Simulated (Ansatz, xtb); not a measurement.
**Relative energy of two isomers of C4H5ClF2**

Structure a is `C=C(C)C(F)(F)Cl`, a singlet and structure b is `C/C(=C/F)[C@H](F)Cl`, a singlet. Both are isolated molecules in the gas phase, relaxed with B3LYP-D3(BJ)/def2-SVP, each in the lowest conformer that the search found.

Quicker runs give these differences E(b) − E(a): GFN2-xTB +1.2 kcal/mol; HF/STO-3G +4.6 kcal/mol (at GFN2-xTB geometries); r2SCAN-D4/def2-SVP +8.9 kcal/mol (at GFN2-xTB geometries).

Question: Estimate E(b) − E(a) at the level CCSD(T)/def2-SVP + ΔMP2/def2-TZVPP.

Answer: Calculated at CCSD(T)/def2-SVP + ΔMP2/def2-TZVPP: E(b) − E(a) = +7.5 kcal/mol, so structure a lies lower.

How the difference moves with the method:

```
                             level               geometry  E(b) − E(a) (kcal/mol)  departure from the last row (kcal/mol)  job, with rough time for the two
                          GFN2-xTB               GFN2-xTB                      +1.2                                    −6.3              optimisation, 0.18 s
                         HF/STO-3G               GFN2-xTB                      +4.6                                    −2.9              single point, 0.88 s
                r2SCAN-D4/def2-SVP               GFN2-xTB                      +8.9                                    +1.4               single point, 4.1 s
             B3LYP-D3(BJ)/def2-SVP  B3LYP-D3(BJ)/def2-SVP                      +7.7                                    +0.2                optimisation, 75 s
                       HF/def2-SVP  B3LYP-D3(BJ)/def2-SVP                      +8.0                                    +0.4           part of the CCSD(T) run
                      MP2/def2-SVP  B3LYP-D3(BJ)/def2-SVP                      +9.8                                    +2.2           part of the CCSD(T) run
                  CCSD(T)/def2-SVP  B3LYP-D3(BJ)/def2-SVP                      +9.4                                    +1.9                      single point
CCSD(T)/def2-SVP + ΔMP2/def2-TZVPP  B3LYP-D3(BJ)/def2-SVP                      +7.5                                                        single point, 91 s
```

As drawn, both hold the same kinds of bond in the same numbers.

None of the levels shown reverses the order. The largest departure from CCSD(T)/def2-SVP + ΔMP2/def2-TZVPP is that of GFN2-xTB, 6.3 kcal/mol. The last row adds to CCSD(T) the change of the MP2 difference between the two basis sets, here −1.9 kcal/mol.

With thermal terms from frequencies at re-optimised GFN2-xTB minima (ideal gas, soft modes damped towards free rotors, one conformer each, 298.15 K, 1 atm): on the last row, ΔE + ΔZPE = +7.9, ΔH = +7.9, ΔG = +7.6 kcal/mol.

The correlated steps freeze 11 core orbitals. Mirror images aren't counted in ΔG. Run with Ansatz 0.2.0, xtb 6.7.1; the last row on 2 threads of Intel(R) Xeon(R) Processor @ 2.70GHz on a shared host.
